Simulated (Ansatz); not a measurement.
C3H9BS, SMILES `CSB(C)C`. Charge 0, multiplicity 1.

Cartesian coordinates in Å:
```
C -0.2433 -1.9329 -1.2748
S -0.7292 -0.1983 -1.4130
B -0.0967 0.6047 0.0515
C 0.6827 -0.1772 1.1674
C -0.3935 2.1405 0.1705
H 0.8408 -2.0373 -1.3080
H -0.6743 -2.4598 -2.1255
H -0.6259 -2.3728 -0.3548
H 1.4132 -0.8878 0.7714
H -0.0285 -0.7718 1.7550
H 1.1931 0.4907 1.8650
H -0.9992 2.5598 -0.6349
H -0.8931 2.3509 1.1232
H 0.5540 2.6913 0.2069
```

**Question.** List the harmonic frequencies (cm⁻¹, unscaled) at PBE0-D4/def2-TZVP in Ansatz. (Estimate.)

**Answer.** The calculation gave: 40, 111, 117, 158, 194, 281, 350, 368, 586, 732, 744, 826, 847, 913, 959, 978, 1120, 1164, 1322, 1331, 1347, 1444, 1451, 1456, 1460, 1471, 1475, 3029, 3032, 3069, 3088, 3097, 3127, 3130, 3159, 3164.

**Question.** Is this a minimum?

**Answer.** Yes, all 36 modes are real.

**Question.** Give the ideal-gas thermochemistry at 298.15 K and 1 bar (rigid rotor, harmonic oscillator; point group C1, symmetry number 1).

**Answer.** Zero-point energy 305.9 kJ/mol; H(298) − E = 329.9 kJ/mol; entropy 369.2 J/(mol·K), of which translation 164.7, rotation 111.8, vibration 92.6; G(298) − E = 219.8 kJ/mol. Modes under 100 cm⁻¹ are hindered rotations or soft bends, so the harmonic entropy is rough.

**Question.** Rotational constants (cm⁻¹)?

**Answer.** 0.1923, 0.09319, 0.06504.
